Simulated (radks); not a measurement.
Values are calculated unless marked as measured or tabulated.
Effect of the nuclear size on the rubidium ion Rb+, [Kr]. Level of theory: Dirac Kohn-Sham, LDA (Slater exchange, Perdew-Wang correlation), spin-unpolarised, spherical densities, finite nucleus; Fermi nuclear charge, rms radius 4.2036 fm (a radial shooting solver on a logarithmic mesh with Libxc functionals). The rms radius is varied about that value; shifts are against it.

rms radius (fm),total energy shift (eV),density at nucleus (e/bohr^3),1s1/2 shift (meV),2s1/2 shift (meV),3p1/2 shift (meV),4s1/2 shift (meV)
3.7118,-0.158,5.526e+04,-67.2,-6.87,0.102,-0.139
3.7874,-0.135,5.516e+04,-57.4,-5.86,0.087,-0.119
4.2036,0,5.468e+04,0.000,0.000,0.000,0.000
4.5819,0.134,5.429e+04,56.9,5.81,-0.086,0.118
5.0527,0.316,5.384e+04,134,13.7,-0.203,0.278

Slopes of the eigenvalues against <r^2> in GHz/fm^2, as finite differences over the two radii next to the reference (eigenvalue slopes, not the field-shift constants of lines): 1s1/2 4150, 2s1/2 425, 3p1/2 -6.29, 4s1/2 8.62.
